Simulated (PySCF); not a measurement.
A side-by-side comparison of computed properties.

First species: C5H11FSi.
SMILES: `C/C(F)=C(\C)C[SiH3]`

Second species: C5H11FSi.
Atom-mapped SMILES: `[CH3:1][C@@H:2]1[SiH2:3][CH2:4][CH2:5][C@@H:6]1[F:7]` (hydrogens: H8, H9, H10 on C1; H11 on C2; H12, H13 on Si3; H14, H15 on C4; H16, H17 on C5; H18 on C6)

Geometry (GFN2-xTB, Å), atoms numbered from 1 in this order:
```
atom  x, y, z in Å
C1     2.2063   -0.1740   -0.4013
C2     0.8632   -0.1642    0.3164
Si3   -0.4097   -1.4908   -0.2194
C4    -1.8966   -0.3077   -0.0494
C5    -1.3286    0.9613    0.5959
C6     0.1027    1.1449    0.1044
F7     0.0627    1.4380   -1.2511
H8     2.0645   -0.0472   -1.4715
H9     2.8430    0.6353   -0.0440
H10    2.7189   -1.1178   -0.2302
H11    1.0460   -0.2445    1.3925
H12   -0.1927   -1.9524   -1.5892
H13   -0.4395   -2.6132    0.7231
H14   -2.2977   -0.0624   -1.0323
H15   -2.7222   -0.7020    0.5394
H16   -1.3011    0.8576    1.6816
H17   -1.9277    1.8399    0.3506
H18    0.5996    2.0054    0.5729
```

Levels: CAM-B3LYP/def2-SVPD for HOMO energy, LUMO energy, HOMO–LUMO gap and static isotropic polarisability; TDDFT CAM-B3LYP/def2-SVPD for lowest singlet excitation; TDA CAM-B3LYP/def2-SVPD for lowest triplet excitation (Tamm–Dancoff). Geometries: GFN2-xTB. Each species is one conformer at its optimised geometry, gas phase, non-relativistic unless stated. Electronic properties by PySCF.

Dipoles, sizes and rotational constants follow the conformer. The torsions of the flexible species, by atom-mapped SMILES:
- `[CH3:1]/[C:2]([F:3])=[C:4](\[CH3:5])[CH2:6][SiH3:7]`: C2–C4–C6–Si7 -89°

The conformers of `C[C@@H]1[SiH2]CC[C@@H]1F` aren't listed.

Q: Which of the two has the higher T1 energy, and by how much?

A: The second: 7.04 eV against 4.16 eV, a difference of 2.88 eV.

Q: Which has the higher static isotropic polarisability?

A: The first: 89.3 au against 82.9 au, a difference of 6.4 au.

Q: Which of the two has the higher HOMO–LUMO gap, and by how much?

A: The second: 10.44 eV against 8.82 eV, a difference of 1.62 eV.

Q: Which of the two has the higher LUMO energy, and by how much?

A: The second: 1.15 eV against 1.07 eV, a difference of 0.08 eV.

Q: Which has the higher S1 energy?

A: The second: 7.51 eV against 5.98 eV, a difference of 1.53 eV.

Q: Which has the higher HOMO energy?

A: The first: -7.75 eV against -9.29 eV, a difference of 1.54 eV.

On the first: The vertical singlet–triplet gap S1 − T1 is 1.82 eV (TDDFT singlet less Tamm–Dancoff triplet; S1: HOMO→LUMO, weight 0.88; T1: HOMO→LUMO+1, weight 0.38, beside HOMO→LUMO+3, weight 0.27). No computed singlet falls in the visible range (750 to 380 nm, 1.65 to 3.26 eV); S1 lies 2.72 eV above its blue end.

On the second: The principal polarisabilities are 73.1, 87.1 and 88.6 au; their mean is the isotropic value. The vertical singlet–triplet gap S1 − T1 is 0.47 eV (TDDFT singlet less Tamm–Dancoff triplet; S1: HOMO→LUMO, weight 0.87; T1: HOMO→LUMO+1, weight 0.72).
